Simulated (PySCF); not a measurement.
Ge(H)(F)2(NH2) (F2GeH3N), SMILES [NH2][GeH]([F])[F].

Geometry: ωB97X-D3(BJ)/def2-SVP. The geometry has at least one imaginary mode, so it is a saddle point at that level. The values are those of a single conformer.

Method: CAM-B3LYP/def2-TZVPD run with PySCF.

Symmetry labels are those of the subgroup Cs that the program uses (full group Cs).

Computed valence orbital energies around the gap with their symmetry:
```tsv
orbital	symmetry	energy (eV)
HOMO−7	A'	-14.61
HOMO−6	A"	-14.50
HOMO−5	A'	-14.36
HOMO−4	A"	-13.19
HOMO−3	A'	-13.03
HOMO−2	A"	-12.99
HOMO−1	A'	-12.06
HOMO	A'	-9.75
LUMO	A'	0.41
LUMO+1	A"	1.09
LUMO+2	A'	1.23
LUMO+3	A'	1.40
```
